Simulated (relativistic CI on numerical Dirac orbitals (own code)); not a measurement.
## Pd5+: L2,3 absorption edge

Computed with this model: Dirac-Coulomb-Breit CI, orbitals from a KLI potential per configuration, model QED (radiative potential, 1s self-energy scaled to tabulated hydrogen-like ionisation energies), valence Slater integrals scaled by 0.8, multiplet model of core-to-valence dipole absorption; configurations [Kr] 4d5 → [He] 2s2 2p5 3s2 3p6 3d10 4s2 4p6 4d6; 10 K; Lorentzian 1.6 eV and Gaussian 0.5 eV FWHM. Energies are those of the free ion, without screening or charge transfer. The branching ratio is the share of the lower-energy edge in the whole absorption, uncertain by about 0.02 where the edges overlap. S is read from ⟨S²⟩ = S(S + 1).

Field parameters in Wybourne normalisation: D3d B²₀ = −7Dσ, B⁴₀ = −14Dq − 21Dτ, B⁴₃ = −14√(10/7) Dq. The field is a parameter set, without covalency.

free ion: ground-state S = 2.48, centroid 3226.80 eV, branching ratio 0.729. Peaks (eV, height): 3184.2 (100), 3341.5 (35).

D3d, 10Dq = 31200, Dσ = -1200, Dτ = 390 cm⁻¹: ground-state S = 0.55, centroid 3213.52 eV, branching ratio 0.813. Peaks (eV, height): 3181.0 (34), 3184.2 (100), 3341.5 (29).

The statistical ratio of this edge is 2/3 = 0.667. Values above it arise where the holes sit mainly in the j = l + 1/2 valence subshell or the ground state has high spin; values below it where core-valence Coulomb terms move weight to the upper edge, as in nearly empty shells. At deep edges of heavy elements the radial integrals of the two core levels differ, which raises the baseline.

Strongest unbroadened transitions for D3d, 10Dq = 31200, Dσ = -1200, Dτ = 390 cm⁻¹:

```
Energy (eV)  Relative strength
    3180.82              100.0
    3180.84               68.4
    3183.99               32.1
    3184.07               67.6
    3184.20               94.4
    3184.21               33.6
    3184.25               91.7
    3184.31               20.8
    3184.39               49.4
    3184.45               23.6
    3184.70               29.6
    3185.16               42.0
    3186.28               37.3
    3186.39               19.3
    3341.19               32.5
    3341.42               35.0
    3341.43               28.0
    3341.87               34.8
```
